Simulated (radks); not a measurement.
Task: The tungsten ion W63+, [Ne] 3s1. Method: non-relativistic Kohn-Sham, PBE, spin-polarised, spherical densities, point nucleus; computed with a radial shooting solver on a logarithmic mesh with Libxc functionals. Every spin shell is full or empty, so the densities are truly spherical. Functionals are evaluated on that one density, not self-consistently. Rank these orbital-free kinetic functionals by their error against the exact value of the orbitals, and give that value: Thomas-Fermi, TF + vW, TF + vW/5, LC94, Pearson, LKT, PG1, DePristo-Kress, Ernzerhof.

Result: Exact: 10560.4 hartree. From best to worst, with 100 (|E| - |E exact|)/|E exact| (equal figures are ties): DePristo-Kress +0.45, Ernzerhof +0.49, LC94 +0.50, Pearson -1.00, TF + vW/5 +4.63, Thomas-Fermi -6.18, PG1 +22.07, LKT +27.19, TF + vW +47.87.
